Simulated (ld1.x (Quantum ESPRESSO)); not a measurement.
## B, TM: configuration errors across variants

boron (B), norm-conserving Troullier–Martins (Kleinman–Bylander form), made with ld1.x (Quantum ESPRESSO) 7.5 (PBEsol, non-relativistic). Core [He], reference 2s2 2p1. Waves: 2p (bound): rc 3.80 bohr; 2s (bound): rc 1.55 bohr. Local part: the s channel. Core correction: none.

All-electron excitation energies from the reference (eV): (1) 2s2 2p0 8.142; (2) 2s1 2p0 33.396; (3) 2s2 2p0.5 2.856; (4) 2s1 2p2 5.813; (5) 2s2 2p1.3 -0.725; (6) 2s1 2p1 14.259; (7) 2s0 2p3 11.644.

Errors AE − PS in meV (a dash: test not solved or not reliable):

```tsv
change	(1)	(2)	(3)	(4)	(5)	(6)	(7)	bound ghosts
base	+185	+543	+28	-37	+2.9	-87	-135	none
wave 2p (bound): rc 3.80 bohr becomes 2p (bound): rc 3.28 bohr	+109	+342	+16	-19	+1.4	-53	-71	none
wave 2p (bound): rc 3.80 bohr becomes 2p (bound): rc 3.76 bohr	+169	+503	+25	-33	+2.6	-80	-122	none
wave 2p (bound): rc 3.80 bohr becomes 2p (bound): rc 4.52 bohr	+323	+899	+53	-69	+6.3	-134	-256	none
wave 2p (bound): rc 3.80 bohr becomes 2p (bound): rc 5.02 bohr	+429	+1167	+73	-95	+9.7	-161	-358	none
wave 2p (bound): rc 3.80 bohr becomes 2p (bound): rc 5.56 bohr	+556	+1486	+98	-129	+15	-185	-492	none
```

Question: Give the same row for: wave 2p (bound): rc 3.80 bohr becomes 2p (bound): rc 2.74 bohr.

Answer: +59, +202, +8.0, -6.4, +0.7, -27, -25; bound ghosts: none.
